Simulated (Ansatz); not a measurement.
Job for Ansatz (a quantum-chemistry and plane-wave program): U-r2SCAN/def2-TZVPP on ClFGeH2 (SMILES [F][GeH2][Cl]), a point of a bond scan (R = 1.721 Å).

Ansatz 0.2 input:
```yaml
crystal:
  periodic: [false, false, false]
  atoms:
    - {symbol: Ge, position_ang: [-0.48721924, -0.28782149, 0.04175761]}
    - {symbol: F, position_ang: [-1.17043530, 1.31354765, 0.03434333]}
    - {symbol: Cl, position_ang: [1.21787927, -0.09066163, -0.07772420]}
    - {symbol: H, position_ang: [-0.82640627, -0.91124549, 1.39620161]}
    - {symbol: H, position_ang: [-0.99927659, -0.99707760, -1.21242615]}
basis:
  gaussian:
    orbitals: def2-TZVPP
hamiltonian:
  xc: {name: r2SCAN}
magnetization: {spin_polarized: true, initial_magnetization: 0}
```

The head of its log:

```
WARN ansatz: RAYON_NUM_THREADS=1 ignored (pool sized by the plan → 1); use --threads N
Functional definition: r2SCAN
integrals: 0.07 GiB planned
926 factors; their error is unknown
mean field: 0.62 GiB planned
mean field evaluation 1: about -71786.5309 eV, gradient 3.0e1 eV
mean field evaluation 2: about -71778.9385 eV, gradient 6.0e1 eV
```

Question: Give the final energy of this run.

Answer: -2638.1955 hartree.
